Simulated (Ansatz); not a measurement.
`[OH][SnH]([OH])[OH]` and `[OH][Sn]([OH])([OH])[Cl]` differ in one atom or group.

Ansatz, PBE0-D4/def2-TZVP geometries, multiplicity 1. Each molecule was computed in one conformer, which needn't be the lowest.

Elements past krypton have def2 core potentials.

```
                                                                                  property  `[OH][SnH]([OH])[OH]`
                                            size of the dipole moment (PBE/def2-TZVPP) / D                   0.68
ideal-gas entropy at 298 K and 1 bar (rigid rotor, harmonic PBE0-D4/def2-TZVP) / J/(mol·K)                    345
                                                      HOMO–LUMO gap (PBE0/def2-TZVPP) / eV                   7.82
                                                        LUMO energy (PBE0/def2-TZVPP) / eV                  -0.91
                                                         HOMO energy (PBE/def2-TZVPP) / eV                  -7.07
                                                   HOMO–LUMO gap (ωB97M-V/def2-TZVPP) / eV                  12.06
```

**Question.** What does the change do to each property? (An estimate is asked.)

**Answer.** The calculation gave: 
```csv
property,`[OH][Sn]([OH])([OH])[Cl]`,shift
size of the dipole moment (PBE/def2-TZVPP) / D,1.33,0.65
"ideal-gas entropy at 298 K and 1 bar (rigid rotor, harmonic PBE0-D4/def2-TZVP) / J/(mol·K)",391,46
HOMO–LUMO gap (PBE0/def2-TZVPP) / eV,7.29,-0.53
LUMO energy (PBE0/def2-TZVPP) / eV,-2.01,-1.10
HOMO energy (PBE/def2-TZVPP) / eV,-7.55,-0.48
HOMO–LUMO gap (ωB97M-V/def2-TZVPP) / eV,11.71,-0.35
```

With PBE0 the HOMO falls by 0.57 eV and the LUMO falls by 1.10 eV, so the gap narrows by about 0.53 eV. PBE moves the HOMO by -0.48 eV and ωB97M-V by -0.59 eV. Dipoles are sizes alone; their direction can turn.
